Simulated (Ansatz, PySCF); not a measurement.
Complex: CH4O (SMILES CO) (first 6 atoms) with C2H6O (SMILES COC); geometry from B3LYP-D3(BJ)/def2-TZVP, rigid monomers moved along the line of their centres of mass till H6···O8 is 3.31 Å.
(charge 0, multiplicity 1):
```xyz
15

C      0.136    -0.072    -0.244
O      0.376     0.920     0.736
H      0.789    -0.945    -0.122
H      0.343     0.372    -1.218
H     -0.905    -0.418    -0.240
H      0.202     0.535     1.611
C     -1.178     0.384     5.506
O     -0.149    -0.288     4.802
C      1.080    -0.307     5.507
H     -0.906     1.427     5.703
H     -1.389    -0.115     6.459
H     -2.068     0.357     4.880
H      1.437     0.710     5.705
H      1.804    -0.824     4.881
H      0.976    -0.840     6.459
```

Counterpoise-corrected where a basis set is named; no monomer relaxation.

Correlated levels freeze the cores.

Programs: Ansatz (a first-principles code); PySCF for the dispersion terms. 

PBE/def2-TZVPPD gives -5.8 kJ/mol for the interaction energy.

Problem. Predict the shift from PBE, with its sign, for: PBE-D3(BJ)/def2-TZVPPD, r2SCAN/def2-TZVPPD, B3LYP/def2-TZVPPD, wB97M-V/def2-TZVPPD, MP2/aug-cc-pVDZ, CCSD(T)/aug-cc-pVDZ.

Solution. PBE-D3(BJ)/def2-TZVPPD -1.2; r2SCAN/def2-TZVPPD 0.0; B3LYP/def2-TZVPPD 0.6; wB97M-V/def2-TZVPPD -0.9; MP2/aug-cc-pVDZ -0.9; CCSD(T)/aug-cc-pVDZ -0.9 kJ/mol. 2 of 6 lie above PBE; the widest gap is to PBE-D3(BJ)/def2-TZVPPD.
